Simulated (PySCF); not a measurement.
# Correlation energy of Sr (strontium, neutral)

[Kr] 5p2, high-spin 3P determinant (an excited configuration). Calculation: PySCF 2.14, in aug-cc-pwCVTZ-X2C (10s9p7d3f, 93 functions); scalar relativity by spin-free X2C-1e. Frozen: [Kr]; 2 electrons correlated.

With two correlated electrons CCSD is exact within the correlated space (frozen core and kept virtual orbitals).

```json
{"level": "CCSD", "correlation energy (mhartree)": "-16.51"}
```

Diagnostics: T1 = 0.023, D1 = 0.0323, largest double amplitude 0.416.

Q: Is a single reference adequate?

A: Not fully. A double-excitation amplitude exceeds 0.15, a sign of near-degeneracy.
